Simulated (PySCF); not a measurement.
**Assigning NMR signals**

Molfile (atoms numbered from 1):
```
C6H9FSi2
     RDKit          3D

 18 18  0  0  0  0  0  0  0  0999 V2000
    3.4557   -0.4045   -0.7193 C   0  0  0  0  0  0  0  0  0  0  0  0
    2.2707   -0.2356   -0.6858 C   0  0  0  0  0  0  0  0  0  0  0  0
    0.8410   -0.0612   -0.5955 C   0  0  2  0  0  0  0  0  0  0  0  0
    0.4162    1.5224    0.4013 Si  0  0  0  0  0  4  0  0  0  0  0  0
   -1.4624    1.5594    0.5657 C   0  0  0  0  0  0  0  0  0  0  0  0
   -2.2788    0.5224    0.3735 C   0  0  0  0  0  0  0  0  0  0  0  0
   -1.7391   -1.2175   -0.0975 Si  0  0  0  0  0  4  0  0  0  0  0  0
    0.1736   -1.2771    0.0453 C   0  0  2  0  0  0  0  0  0  0  0  0
    0.4935   -1.3104    1.4045 F   0  0  0  0  0  0  0  0  0  0  0  0
    4.4938   -0.5472   -0.7625 H   0  0  0  0  0  0  0  0  0  0  0  0
    0.4420    0.0320   -1.6119 H   0  0  0  0  0  0  0  0  0  0  0  0
    0.8676    2.6818   -0.3803 H   0  0  0  0  0  0  0  0  0  0  0  0
    1.0558    1.4896    1.7162 H   0  0  0  0  0  0  0  0  0  0  0  0
   -1.8931    2.5126    0.8556 H   0  0  0  0  0  0  0  0  0  0  0  0
   -3.3473    0.6675    0.5046 H   0  0  0  0  0  0  0  0  0  0  0  0
   -2.2996   -2.2030    0.8283 H   0  0  0  0  0  0  0  0  0  0  0  0
   -2.0927   -1.5191   -1.4921 H   0  0  0  0  0  0  0  0  0  0  0  0
    0.5943   -2.2058   -0.3617 H   0  0  0  0  0  0  0  0  0  0  0  0
  1  2  3  0
  2  3  1  0
  3  4  1  0
  4  5  1  0
  5  6  2  0
  6  7  1  0
  7  8  1  0
  8  9  1  0
  8  3  1  0
  1 10  1  0
  3 11  1  6
  4 12  1  0
  4 13  1  0
  5 14  1  0
  6 15  1  0
  7 16  1  0
  7 17  1  0
  8 18  1  6
M  END
```

[PySCF 2.14.0 with density-fitted response routines: GIAO PBE0/pcSseg-1 shieldings; GFN2-xTB structure; isolated molecule; one computed conformer; non-relativistic Hamiltonian]

Shifts are taken against calculated references (same method and geometry level): $^{13}$C and $^{1}$H vs TMS.

Q: Assign these signals to the numbered atoms. $^{13}$C{$^{1}$H} NMR (computed): δ 156.6 (CH), 149.5 (CH), 91.5 (CH), 89.3 (C), 77.0 (CH), 20.8 (CH).

A: 
| δ (ppm) | atoms | environment | reason |
| --- | --- | --- | --- |
| 156.6 | C5 | alkene CH | as expected for a trigonal carbon in a double bond |
| 149.5 | C6 | alkene CH | – |
| 91.5 | C8 | sp3 CH bonded to F and Si | deshielded by the electronegative neighbour |
| 89.3 | C2 | alkyne carbon | sp carbons lie upfield of alkene carbons because the cylindrical π system leaves one tensor component strongly shielded |
| 77.0 | C1 | terminal alkyne carbon | the triple bond shields along its axis, which puts it between sp3 and sp2 carbons |
| 20.8 | C3 | propargylic sp3 CH bonded to Si | – |

Q: Assign these signals to the numbered atoms. $^{1}$H NMR (400 MHz, computed): δ 7.41 (m, 1H), 7.18 (m, 1H), 5.55 (m, 1H), 4.70 (m, 1H), 4.42 (m, 1H), 4.40 (m, 1H), 4.38 (m, 1H), 2.22 (m, 1H), 1.70 (d, 1H).

A: 
7.41 → H14, hydrogen on an alkene CH: attached to an sp2 carbon and in the plane of the double bond
7.18 → H15, hydrogen on an alkene CH
5.55 → H18, hydrogen on an sp3 CH bonded to F and Si: its carbon carries F, an electronegative neighbour
4.70 → H13, hydrogen on a silicon bonded to 2 C, in a 6-membered ring
4.42 → H16, hydrogen on a silicon bonded to 2 C, in a 6-membered ring
4.40 → H12, hydrogen on a silicon bonded to 2 C, in a 6-membered ring
4.38 → H17, hydrogen on a silicon bonded to 2 C, in a 6-membered ring
2.22 → H11, hydrogen on a propargylic sp3 CH bonded to Si
1.70 → H10, hydrogen on a terminal alkyne carbon: it lies on the axis of the triple bond, in its shielding cone

H16 and H12; H12 and H17 lie closer than the usual error of such a calculation, so a measured spectrum could show them in the other order.

Splittings by $^{19}$F in the carbon and heteronuclear signals aren't shown, as no couplings were computed. Shifts are as computed. Against solution values, carbons near 30 ppm lie about +3 ppm off and those near 130 ppm about +5 ppm. Of 1309 compounds with measured shifts, 239 miss one by over three times the rms of a fit or turn the order of signals round; such compounds aren't used in these exercises. Multiplicities follow the n + 1 count of equivalent neighbours, as no J values were calculated; m marks all less simple cases, F and P coupling included.
